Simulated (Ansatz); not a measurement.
**Nudged elastic band run: FH4SSbSi**

Input file:

```yaml
crystal:
  periodic: [false, false, false]
  atoms:
    - { symbol: F, position_ang: [-2.458359, 0.71338, -0.860465] }
    - { symbol: Sb, position_ang: [-1.522967, 1.607335, 0.623523] }
    - { symbol: S, position_ang: [-0.379581, -0.32509, 1.641172] }
    - { symbol: Si, position_ang: [0.921151, -0.904621, 0.001627] }
    - { symbol: H, position_ang: [-0.145295, 2.017583, -0.381093] }
    - { symbol: H, position_ang: [0.140244, -1.044336, -1.273066] }
    - { symbol: H, position_ang: [1.518836, -2.227705, 0.389128] }
    - { symbol: H, position_ang: [2.018172, 0.106355, -0.196526] }
basis:
  gaussian: { orbitals: def2-SVP }
hamiltonian:
  xc: pbe
neb:
  order_check: false
  images: 5
  f_tol: 0.05
  max_iterations: 60
  initial_path: idpp
  spring: { min: 2.0, max: 10.0 }
  final_atoms:
    - { symbol: F, position_ang: [-0.54991961, 2.56892637, 0.55942717] }
    - { symbol: Sb, position_ang: [-1.93872121, 1.19601022, 0.30931731] }
    - { symbol: S, position_ang: [-0.80918058, -0.74986185, 1.31881835] }
    - { symbol: Si, position_ang: [0.89542175, -0.92478056, -0.01604497] }
    - { symbol: H, position_ang: [-1.38488826, 0.80136472, -1.30635577] }
    - { symbol: H, position_ang: [0.4639623, -1.39061051, -1.38041065] }
    - { symbol: H, position_ang: [1.80640846, -1.94863026, 0.60144028] }
    - { symbol: H, position_ang: [1.60911815, 0.39048287, -0.14189171] }
```

Run as:

```bash
$ ansatz run input.yaml --threads 2 --pin off --max-ram 3072MiB --backend cpu --events-out ev --progress --plain --runs-dir out
```

Output, in part (warnings, iteration lines, the closing report on the highest movable image, with atoms numbered from 0):

```
NEB end point (image 0): max|allowed force component| = 1.186e-2 eV/Å (the criterion of neb.relax_end_points is 1.000e-2)
NEB end point (image 6): max|allowed force component| = 1.556e-2 eV/Å (the criterion of neb.relax_end_points is 1.000e-2)
NEB iter   1: max|band force component| = 2.505e0 eV/Å  barrier→ = 1.7778 eV  barrier← = 1.7776 eV  Δτ_max = 0.1989 Å  (189 SCF iters)
NEB iter   2: max|band force component| = 1.387e0 eV/Å  barrier→ = 1.3313 eV  barrier← = 1.3311 eV  Δτ_max = 0.1994 Å  (175 SCF iters)
NEB iter   3: max|band force component| = 5.053e-1 eV/Å  barrier→ = 1.2713 eV  barrier← = 1.2711 eV  Δτ_max = 0.1610 Å  (162 SCF iters)
NEB iter   4: max|band force component| = 3.158e-1 eV/Å  barrier→ = 1.2669 eV  barrier← = 1.2667 eV  CI = image 3  Δτ_max = 0.1952 Å  (152 SCF iters)
NEB iter   5: max|band force component| = 2.006e-1 eV/Å  barrier→ = 1.2644 eV  barrier← = 1.2642 eV  CI = image 3  Δτ_max = 0.1010 Å  (150 SCF iters)
NEB iter   6: max|band force component| = 1.519e-1 eV/Å  barrier→ = 1.2637 eV  barrier← = 1.2635 eV  CI = image 3  Δτ_max = 0.0366 Å  (150 SCF iters)
NEB iter   7: max|band force component| = 5.320e-2 eV/Å  barrier→ = 1.2633 eV  barrier← = 1.2632 eV  CI = image 3  Δτ_max = 0.0160 Å  (149 SCF iters)
NEB iter   8: max|band force component| = 2.532e-2 eV/Å  barrier→ = 1.2632 eV  barrier← = 1.2630 eV  CI = image 3  Δτ_max = 0.0000 Å  (289 SCF iters)
Total energy: -28013.04266238 eV, -1029.4603299201 hartree
Atom 0 at    -2.939992     2.363315    -0.943360 Å, force     0.003466    -0.005841     0.007269 eV/Å
Atom 1 at    -1.979525     1.072321     0.289957 Å, force    -0.016115     0.016638    -0.011234 eV/Å
Atom 2 at    -0.447348    -0.583918     1.537242 Å, force     0.013332    -0.007871    -0.001296 eV/Å
Atom 3 at     1.248084    -0.915626     0.233616 Å, force     0.003968    -0.004732     0.003799 eV/Å
Atom 4 at    -0.752575     0.999424    -0.950236 Å, force     0.001745    -0.001270    -0.001172 eV/Å
Atom 5 at     0.792300    -1.483269    -1.083599 Å, force     0.001491     0.002740     0.004686 eV/Å
Atom 6 at     2.197009    -1.887604     0.879220 Å, force    -0.004724     0.004942    -0.002773 eV/Å
Atom 7 at     1.974247     0.378257    -0.018540 Å, force    -0.003163    -0.004606     0.000721 eV/Å
Dipole moment:     0.136992    -0.124861     0.069681 e Å
```

The forces met the threshold. Another band between the same ends (5 images) ends at a top of the same energy, where a vibrational analysis finds 1 clearly imaginary mode.

Final band (atoms are numbered from 1 in the order of the input):

| image | path coordinate (Å) | energy (eV) | height of Sb2 over the plane of its neighbours (Å) |
| --- | --- | --- | --- |
| 0 | 0.00 | 0.00 | -1.05 |
| 1 | 1.81 | 0.20 | -0.99 |
| 2 | 2.59 | 0.88 | -0.63 |
| 3 | 3.18 | 1.26 | 0.00 |
| 4 | 3.78 | 0.87 | 0.64 |
| 5 | 4.56 | 0.20 | 0.99 |
| 6 | 6.39 | 0.00 | 1.05 |

Run time: 27 s on 2 threads of AMD EPYC 9R45 96-Core Processor (Zen 5), on a shared host, peak memory 0.16 GiB.
